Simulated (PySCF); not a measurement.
**Electron correlation in He (helium, neutral)**

1s1 2s1, high-spin 3S determinant (an excited configuration). Computed with PySCF 2.14 in dyall-av3z, with the spin-free X2C one-electron Hamiltonian (Gaussian nucleus). Frozen: nothing; 2 electrons correlated; the 4 highest virtual orbitals of each spin left out.

With two correlated electrons CCSD is exact within the correlated space (frozen core and kept virtual orbitals).

```tsv
level	correlation energy (mhartree)
CCSD	-0.94
```

Diagnostics: T1 = 0.0018, D1 = 0.0035, largest double amplitude 0.010.

Problem. Is a single reference adequate?

Solution. Yes: T1 lies below 0.03 and no double amplitude reaches 0.07.
